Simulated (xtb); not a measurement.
A run for xtb: GFN2-xTB on OsN, 2S+1 = 2, a spin state set in the input, which need not be the lowest, a point of a bond scan (R = 1.482 Å).

```
$ xtb mol.xyz --gfn 2 --sp --chrg 0 --uhf 1
2

Os     0.00000000     0.00000000     0.00000000
N      0.00000000     0.00000000     1.48213800
```

The head of its log:

```
[...]
           -------------------------------------------------
          |                Calculation Setup                |
           -------------------------------------------------



           -------------------------------------------------
          |                 G F N 2 - x T B                 |
           -------------------------------------------------

        Reference                      10.1021/acs.jctc.8b01176
      * Hamiltonian:
        H0-scaling (s, p, d)           1.850000    2.230000    2.230000
        zeta-weighting                 0.500000
      * Dispersion:
        s8                             2.700000
        a1                             0.520000
        a2                             5.000000
        s9                             5.000000
      * Repulsion:
        kExp                           1.500000    1.000000
        rExp                           1.000000
      * Coulomb:
        alpha                          2.000000
        third order                    shell-resolved
        anisotropic                    true
        a3                             3.000000
        a5                             4.000000
        cn-shift                       1.200000
        cn-exp                         4.000000
        max-rad                        5.000000


          ...................................................
          :                      SETUP                      :
          :.................................................:
          :  # basis functions                  14          :
          :  # atomic orbitals                  13          :
          :  # shells                            5          :
          :  # electrons                        13          :
          :  max. iterations                   250          :
          :  Hamiltonian                  GFN2-xTB          :
          :  restarted?                      false          :
          :  GBSA solvation                  false          :
          :  PC potential                    false          :
          :  electronic temp.          300.0000000     K    :
          :  accuracy                    1.0000000          :
          :  -> integral cutoff          0.2500000E+02      :
          :  -> integral neglect         0.1000000E-07      :
          :  -> SCF convergence          0.1000000E-05 Eh   :
          :  -> wf. convergence          0.1000000E-03 e    :
          :  Broyden damping             0.4000000          :
          :  net charge                          0          :
          :  unpaired electrons                  1          :
          ...................................................

 iter      E             dE          RMSdq      gap      omega  full diag
   1     -4.2258412 -0.422584E+01  0.388E+01    1.77       0.0  T
   2     -4.5053613 -0.279520E+00  0.605E+01    0.76       1.0  T
```

**Question.** Predict the final total energy.

**Answer.** -5.9766 hartree.
